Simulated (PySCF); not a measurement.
Compound: [WO3(OH)]- (charge -1 and singlet state).
Structure used (PBE0-D3(BJ)/def2-SVP), in Å, numbered top down from 1:
```xyz
6
HO4W angstrom
W      0.192    0.290    0.279
O      0.166    0.247    2.024
O      1.838    0.291   -0.305
O     -0.616    1.723   -0.309
O     -0.724   -1.290   -0.401
H     -0.793   -1.357   -1.358
```

Method: PBE0-D3(BJ)/def2-SVP geometry optimisation, gas phase, def2 core potentials past Kr in PySCF 2.14.0.

Take the most abundant isotopes and a rigid rotor. 

Task: What are A, B and C (cm⁻¹)?

Result: Ia = 131.45, Ib = 146.56, Ic = 148.85 u·Å²; 505379 MHz·u·Å²/I gives 3845, 3448 and 3395 MHz, that is A = 0.12824, B = 0.11502, C = 0.11325 cm⁻¹.

Task: What kind of rotor is it?

Result: An asymmetric top. Ray's parameter κ = (2B − A − C)/(A − C) = -0.764; −1 is the prolate and +1 the oblate limit.

Task: What does the inertial defect say?

Result: Not planar: Δ = Ic − Ia − Ib = -129.16 u·Å². For a rigid frame Δ = −2 Σ m c², so Σ m c² = 64.58 u·Å² lies off the ab plane: 0.00 from hydrogen and 64.58 from heavier atoms. The atom farthest from that plane is 1.45 Å away.

Task: Give the other two planar moments, Paa and Pbb, and the rms extents of the mass along the axes.

Result: Paa = Σ m a² = (Ib + Ic − Ia)/2 = 81.98 and Pbb = Σ m b² = (Ia + Ic − Ib)/2 = 66.87 u·Å². With the mass M = 248.94 u, the rms extents √(P/M) along a, b and c are 0.57, 0.52, 0.51 Å.

Task: List the rotational levels J(Ka,Kc) to J = 3 (cm⁻¹).

Result: Above 0(0,0):
J = 1: 1(0,1) 0.2283, 1(1,1) 0.2415, 1(1,0) 0.2433
J = 2: 2(0,2) 0.6847, 2(1,2) 0.6963, 2(1,1) 0.7016, 2(2,1) 0.7412, 2(2,0) 0.7414
J = 3: 3(0,3) 1.3688, 3(1,3) 1.3783, 3(1,2) 1.3890, 3(2,2) 1.4261, 3(2,1) 1.4269, 3(3,1) 1.4967, 3(3,0) 1.4967

Task: Predict some low-J microwave lines.

Result: The dipole components (about the centre of mass, as the species is charged) are |μa| = 3.19 D, |μb| = 0.91 D, |μc| = 0.00 D; the mirror of this Cs structure is the ab plane, so μc vanishes by symmetry (the 0.02 D computed is a residue) and there are no c-type lines. Intensities carry the squares of the components, which stand as 1.00 : 0.08 (a : b). Some of the stronger lines:

| type | branch | J(Ka,Kc) | MHz | lower level (cm⁻¹) |
| --- | --- | --- | --- | --- |
| a | Q | 4(1,3) ← 4(1,4) | 528 | 2.288 |
| a | R | 1(0,1) ← 0(0,0) | 6844 | 0.000 |
| a | R | 2(1,2) ← 1(1,1) | 13634 | 0.241 |
| a | R | 2(0,2) ← 1(0,1) | 13682 | 0.228 |
| a | R | 2(1,1) ← 1(1,0) | 13740 | 0.243 |
| a | R | 3(1,3) ← 2(1,2) | 20448 | 0.696 |
| a | R | 3(2,2) ← 2(2,1) | 20531 | 0.741 |
| a | R | 3(2,1) ← 2(2,0) | 20550 | 0.741 |
| a | R | 3(1,2) ← 2(1,1) | 20607 | 0.702 |
| a | R | 4(0,4) ← 3(0,3) | 27327 | 1.369 |
| a | R | 4(2,3) ← 3(2,2) | 27370 | 1.426 |
| a | R | 4(3,1) ← 3(3,0) | 27385 | 1.497 |
| a | R | 4(2,2) ← 3(2,1) | 27418 | 1.427 |

Task: Estimate the classical rotational partition function at 25 K, 50 K and 100 K.

Result: Point group Cs, symmetry number σ = 1; q = (√π/σ)·√((kT/h)³/(ABC)), k/h = 20836.6 MHz/K: 3140 at 25 K, 8880 at 50 K, 25100 at 100 K.

No frequency check. Zero-point vibration and centrifugal distortion are left out.
